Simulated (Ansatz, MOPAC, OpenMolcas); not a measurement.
## C2H4GaN (SMILES N=C=[CH][GaH2]): methods side by side

C2H4GaN has 8 atoms, charge 0, and is taken as a singlet. As SMILES, `N=C=[CH][GaH2]`. Geometry: relaxed at PBE0-D4/def2-TZVP.

```xyz
8

N     0.3369    2.0617   -0.8546
C     0.3656    1.1149   -0.0960
C     0.4723    0.0257    0.6228
Ga   -0.3813   -1.5936    0.0072
H    -0.4114    2.7406   -0.7702
H     1.0405    0.0739    1.5452
H    -0.2319   -2.8864    0.8763
H    -1.1906   -1.5368   -1.3307
```

Quantity: the HOMO–LUMO gap, in eV. The values are calculated.

```tsv
level	kind	program	value (eV)	CPU time
PM7	semi-empirical	MOPAC	9.99	under 2 s
HF/def2-SVP	Hartree–Fock	OpenMolcas	10.99	16 s
SVWN5/def2-SVP	LDA	OpenMolcas	3.63	37 s
PBE/def2-SVP	GGA	Ansatz	3.71	6.9 s
r2SCAN/def2-SVP	meta-GGA	Ansatz	4.19	13 s
BHLYP/def2-SVP	global hybrid	Ansatz	7.32	9.9 s
wB97X/def2-SVP	range-separated hybrid	Ansatz	9.68	29 s
B2PLYP/def2-SVP	double hybrid	OpenMolcas	7.52	32 s
```

All-electron rows without a relativistic Hamiltonian named are non-relativistic. The values span 3.63 to 10.99 eV. Orbital gaps aren't excitation energies, and those of double hybrids come from the SCF part alone; they tend to grow with the share of exact exchange. CPU times are rough (shared hosts, several kinds of processor and program).
